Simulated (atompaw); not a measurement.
## Building the PAW (atompaw) potential for manganese (PBE, scalar-relativistic).

atompaw 4.2.0.5 input, output lines left out:

```
Mn 25
GGA-PBE scalarrelativistic loggrid 1500 logderivrange -2 5 176
4 4 3 0 0 0
4 0 1
4 1 0
3 2 6
0 0 0
c
c
c
v
c
c
v
v
2
3.00 2.50 2.75 2.80
y
0.85
n
y
2.1
n
y
3.95
n
custom polynom2 7 10 vanderbiltortho gaussian
3 -0.5 troulliermartins
3.00
3.00
3.00
3.00
1.15
1.15
```

All-electron outer shells of the reference configuration (PBE, scalar-relativistic, ld1.x):

```
shell  level (eV)  outermost node (bohr)  outermost maximum (bohr)
   3s      -81.62                   0.34                      0.74
   3p      -50.47                   0.31                      0.75
   4s       -4.13                   1.06                      2.63
   3d       -3.37                      –                      0.77
   4p       -0.93                   1.18                      3.83
```

(1) Does the potential have ghost states?

(2) Is the overlap operator S = 1 + Σ q|β⟩⟨β| positive definite (Bessel basis up to 400 Ry)?

## Answers

(1) No extra level below or beside the all-electron valence levels (s, p, d, f tested).

(2) Yes: its lowest eigenvalue is 0.78 (d channel).
